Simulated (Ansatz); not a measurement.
One change: `P[SiH]1CC1` becomes `Cl[SiH]1CC1`.

Ansatz, PBE0-D4/def2-TZVP geometries, multiplicity 1. Each molecule was computed in one conformer, which needn't be the lowest.

```csv
property,`P[SiH]1CC1`
HOMO energy (ωB97M-V/def2-TZVPP) / eV,-9.03
zero-point energy (PBE0-D4/def2-TZVP) / kJ/mol,209.9
size of the dipole moment (PBE/def2-TZVPP) / D,0.48
LUMO energy (B3LYP/def2-TZVPP) / eV,-0.09
size of the dipole moment (ωB97M-V/def2-TZVPP) / D,0.52
LUMO energy (ωB97M-V/def2-TZVPP) / eV,1.90
```

Q: What does the change do to each property? (Best estimate.)

A: Ansatz gave: 
```json
{"property": "HOMO energy (ωB97M-V/def2-TZVPP) / eV", "`Cl[SiH]1CC1`": "-9.26", "shift": "-0.23"}
{"property": "zero-point energy (PBE0-D4/def2-TZVP) / kJ/mol", "`Cl[SiH]1CC1`": "166.6", "shift": "-43.3"}
{"property": "size of the dipole moment (PBE/def2-TZVPP) / D", "`Cl[SiH]1CC1`": "1.24", "shift": "0.76"}
{"property": "LUMO energy (B3LYP/def2-TZVPP) / eV", "`Cl[SiH]1CC1`": "0.17", "shift": "0.26"}
{"property": "size of the dipole moment (ωB97M-V/def2-TZVPP) / D", "`Cl[SiH]1CC1`": "1.17", "shift": "0.65"}
{"property": "LUMO energy (ωB97M-V/def2-TZVPP) / eV", "`Cl[SiH]1CC1`": "2.13", "shift": "0.23"}
```

With PBE0 the HOMO falls by 0.21 eV and the LUMO rises by 0.29 eV, so the gap widens by about 0.50 eV. PBE moves the HOMO by -0.14 eV and ωB97M-V by -0.23 eV. The zero-point energy changes by -43.3 kJ/mol with -6 modes. Dipoles are sizes alone; their direction can turn.

B3LYP here is the variant with VWN-RPA as its local correlation; programs differ in this.
